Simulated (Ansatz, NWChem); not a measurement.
## A ladder of methods for AlSnSiH7 (SMILES [SiH3][AlH][SnH3])

AlSnSiH7: 10 atoms, total charge 0, spin state singlet. As SMILES, `[SiH3][AlH][SnH3]`. The shape is that of a PBE0-D4/def2-TZVP optimisation.

Each level gives the electronic atomisation energy (eV). The values are calculated. Electronic energies at fixed atoms, without zero-point motion or spin-orbit coupling.

```csv
level,kind,program,value (eV),CPU time (all runs)
HF/def2-SVP (core potential),Hartree–Fock,NWChem,18.84,24 s
B3LYP/def2-SVP (core potential),global hybrid,NWChem,24.74,28 s
M06-2X/def2-SVP (core potential),hybrid meta-GGA,NWChem,24.38,38 s
r2SCAN0/def2-SVP (core potential),hybrid meta-GGA,Ansatz,24.99,28 s
CAM-B3LYP/def2-SVP (core potential),range-separated hybrid,Ansatz,25.01,17 s
PBE-QIDH/def2-SVP (core potential),double hybrid,Ansatz,24.39,19 s
BCCD(T)/def2-SVP (core potential),coupled cluster or CI,Ansatz,23.71,37 s
CCSD/def2-SVP (core potential),coupled cluster or CI,Ansatz,23.54,23 s
```

Correlated wave functions underbind in double-zeta sets. The values span 18.84 to 25.01 eV. In the correlated wave-function rows the outer d shell of Sn is correlated, in sets not made for it. In so small a basis fixed costs decide the times, and correlated methods can beat functionals. CPU times are rough (shared hosts, several kinds of processor and program).
